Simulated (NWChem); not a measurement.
# CF2, singlet; SMILES F[C]F

```xyz
3

F      1.0237     0.0000    -0.1970
C      0.0000     0.0000     0.5911
F     -1.0237     0.0000    -0.1970
```
Atoms are numbered in this order, from 1.

Low-valent species are run as closed-shell singlets; no triplet was tried in these runs. Structure relaxed at the PBE0/def2-SVP level.

Symmetry labels are those of C2v in the frame above (b1 and b2, or b-type labels, depend on it). States above −ε(HOMO) = 8.6 eV lie in this functional's continuum and hang on the basis.

Task: List the 6 lowest vertical singlet excitations from B3LYP/6-31+G* (spherical d), TDA (NWChem).

Result: 
```
state  energy (eV)  oscillator strength  symmetry  leading excitation (squared amplitude)
-----  -----------  -------------------  --------  --------------------------------------
S1            5.16                0.062        b2                      HOMO → LUMO (0.98)
S2            8.15                0.000        a2                    HOMO−1 → LUMO (1.00)
S3            8.47                0.060        a1                    HOMO → LUMO+1 (0.95)
S4            8.77                0.093        b1                    HOMO → LUMO+2 (0.95)
S5            9.11                0.084        b2                    HOMO → LUMO+4 (1.00)
S6            9.33                0.162        a1                    HOMO → LUMO+3 (0.94)
```
